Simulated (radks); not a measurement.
Results of a calculation; reference values are marked as such.
All-electron atom: Tm4+ in [Kr] 4d10 4f11 5s1 5p6 5f1 (not the ground configuration).

Code: a radial shooting solver on a logarithmic mesh with Libxc functionals. Model: Dirac Kohn-Sham, BP86, spin-unpolarised, spherical densities, finite nucleus; open shells fill j = l - 1/2 first; Fermi nuclear charge, rms radius 5.2256 fm.

Energy parts (eV):
total: -369421.21
kinetic: 408974.35
electron-nucleus: -911462.95
Hartree: 140855.66
exchange-correlation: -7788.27

Orbitals (lengths in bohr, moments of r in powers of bohr; r(max) is where P^2 peaks):
orbital  occ.  eigenvalue (eV)   <1/r>   r(max)
1s1/2       2        -59276.39   79.07  0.01261
2s1/2       2        -10050.02   19.05  0.07207
2p1/2       2        -9583.770   19.03  0.05402
2p3/2       4        -8603.295   16.42  0.06034
3s1/2       2        -2310.705   6.979   0.2035
3p1/2       2        -2105.161   6.895   0.1912
3p3/2       4        -1898.179   6.227   0.2043
3d3/2       4        -1546.855   6.113   0.1611
3d5/2       6        -1501.636   5.951   0.1648
4s1/2       2        -508.2023   2.925   0.4645
4p1/2       2        -425.4125   2.817   0.4661
4p3/2       4        -378.4186   2.587   0.4940
4d3/2       4        -241.9330   2.370   0.4953
4d5/2       6        -233.3255   2.313   0.5042
5s1/2       1        -109.7647   1.148    1.065
5p1/2       2         -85.3728   1.038    1.143
5p3/2       4         -78.1370  0.9637    1.217
4f5/2       6         -67.0506   1.829   0.4858
4f7/2       5         -65.6837   1.806   0.4907
5f5/2       1         -19.2703  0.3750    2.967
5f7/2       0         -19.2154  0.3738    2.984

The highest occupied level is 5f5/2 at -19.270 eV. Summed over all electrons, <r^2> = 39.98 bohr^2, which gives a Langevin (diamagnetic) susceptibility term of -31.7 x 10^-6 cm^3/mol. The density falls to 0.001 e/bohr^3 at r = 4.19 bohr.
